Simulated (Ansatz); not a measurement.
Molecule: C5H12Si (charge 0, singlet). 
Geometry from a B3LYP-D3(BJ)/def2-TZVP (Ansatz, a quantum-chemistry and plane-wave program) optimisation:
```xyz
18

C     -2.5250     0.2124    -0.1326
C     -1.1707     0.7923     0.1369
C      0.0192     0.2472    -0.1452
Si     1.5758     1.1709     0.3044
C      0.1797    -1.1117    -0.7947
C      0.2477    -2.2443     0.2365
H     -2.4835    -0.7460    -0.6467
H     -3.1251     0.8998    -0.7359
H     -3.0690     0.0673     0.8056
H     -1.1891     1.7645     0.6238
H      2.4485     0.3515     1.1843
H      2.3679     1.4794    -0.9140
H      1.2378     2.4349     1.0009
H      1.0934    -1.1252    -1.3966
H     -0.6391    -1.3032    -1.4920
H     -0.6770    -2.2962     0.8136
H      1.0670    -2.0850     0.9398
H      0.4024    -3.2094    -0.2499
```
Charge 0, spin multiplicity 1.

Atomisation energy built up term by term with Ansatz (kcal/mol; UHF references for open shells; valence terms freeze the core; atomic spin-orbit terms are left out). Basis-set limits of correlation are two-point, X^-3; Hartree-Fock from the larger set.

```
term                                            basis  kcal/mol
-----------------------  ----------------------------  --------
Hartree-Fock                              cc-pV(Q+d)Z   1264.06
CCSD correlation         CBS(cc-pV(T+d)Z,cc-pV(Q+d)Z)    373.16
(T)                      CBS(cc-pV(T+d)Z,cc-pV(Q+d)Z)     21.85
core correlation                            cc-pwCVTZ      5.61
scalar relativity (X2C)    cc-pVTZ-DK against cc-pVTZ     -1.56
sum: De                                                  1663.1
```

(T) makes 1.3 % of the CCSD(T) atomisation energy; under 5 % is typical of single-reference molecules.
